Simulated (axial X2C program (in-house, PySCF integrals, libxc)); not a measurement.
# MoP⁻ along the bond: HF, with spin–orbit coupling

Computed with an in-house all-electron X2C program for linear molecules (integrals from PySCF). Two-component (2c) means X2C with spin–orbit coupling and atomic mean-field two-electron Coulomb and Gaunt terms. Basis: Mo dyall-acv3z [12s13p10d5f3g], P dyall-av3z [9s8p3d2f] (cores contracted in-house); Gaussian nuclei, density fitting, unrestricted open shells. Masses: Mo 97.905 u, P 30.974 u.

State: Ω = 1 (⟨Sz⟩ = 2.00, ⟨Lz⟩ = -1.00 at HF). Dipoles are positive if P is the positive end and refer to the centre of mass.

```csv
R (Å),μ (D),HOMO (eV),LUMO (eV)
1.894,-1.109,-0.63,2.01
1.981,-1.696,-0.65,2.00
2.046,-2.084,-0.63,2.00
2.112,-2.420,-0.61,1.99
2.177,-2.698,-0.57,1.99
2.253,-2.935,-0.52,1.98
2.329,-3.070,-0.45,1.97
2.427,-3.101,-0.37,1.96
2.547,-3.100,-0.34,1.96
```

Q: The minimum lies at 2.423 Å. What is the dipole moment there?

A: At HF, 2c, with the sign and origin stated: μ = -3.10 D.

The state is a single determinant with fixed occupations, the lowest that a limited PBE0 search found. Other states lie close and PBE0, whose exact exchange favours high spin, may order them wrongly; the determinant shown need not be the ground state. The nearest other 2c determinant of the search, Ω = 3, lies 0.06 eV up at the distance of the search. With several unpaired electrons one determinant need not be a pure state. Open-shell Ω = 0 determinants with evenly filled partner blocks cannot be reached by this program, so the Ω shown need not be the lowest component. Some points did not converge and are left out. The determinant is spin-polarised beyond a pure state at some levels (its spin-free form has ⟨S²⟩ too high), which makes Re and μ there less reliable. The LUMO of an anion is an unbound level whose energy the basis sets.
